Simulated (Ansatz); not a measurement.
Reaction (cleavage of the Ge–Sn bond): `[Cl][SnH2][GeH3]` + `N[SiH](O)O` → `O[SiH](O)[NH][GeH3]` + `[Cl][SnH3]`

Isolated molecules relaxed with PBE0-D4/def2-TZVP in Ansatz; ΔE leaves out vibrations. CCSD(T)/CBS is the MP2 limit (def2-TZVPP, def2-QZVPP) plus CCSD(T) − MP2 in def2-TZVPP, frozen cores. This one scheme is used for every species. Functionals use def2-TZVPP. def2 core potentials past Kr. For Ge, Sn outer-core shells are correlated without core-valence functions, which leaves a few kJ/mol of doubt a bond. Scalar relativity is left out up to krypton. One conformer a species, not always the lowest.

```
              species  PBE0 energy (Eh)
   `[Cl][SnH2][GeH3]`       -2754.14804
         `N[SiH](O)O`        -497.59877
`O[SiH](O)[NH][GeH3]`       -2575.54084
         `[Cl][SnH3]`        -676.18739
```

Q: Work out ΔE.

A: ΔE = (-2575.54084) + (-676.18739) − (-2754.14804) − (-497.59877) = 0.01858 Eh = +11.7 kcal/mol. CCSD(T)/CBS gives +10.2 kcal/mol.

Largest T1 diagnostic among the species: 0.012.

The D4 term adds −0.9 kcal/mol with B3LYP and −0.5 kcal/mol with PBE0; it sums over pairs of atoms, weighted by their polarisabilities, and B3LYP, whose exchange is more repulsive, gets the larger term. In def2-TZVPP, CCSD(T) changes the Hartree–Fock value by +1.6 kcal/mol (the triples alone add +0.0 kcal/mol) and MP2 by +2.2 kcal/mol.

B3LYP here is the variant with VWN-RPA as its local correlation; programs differ in this.
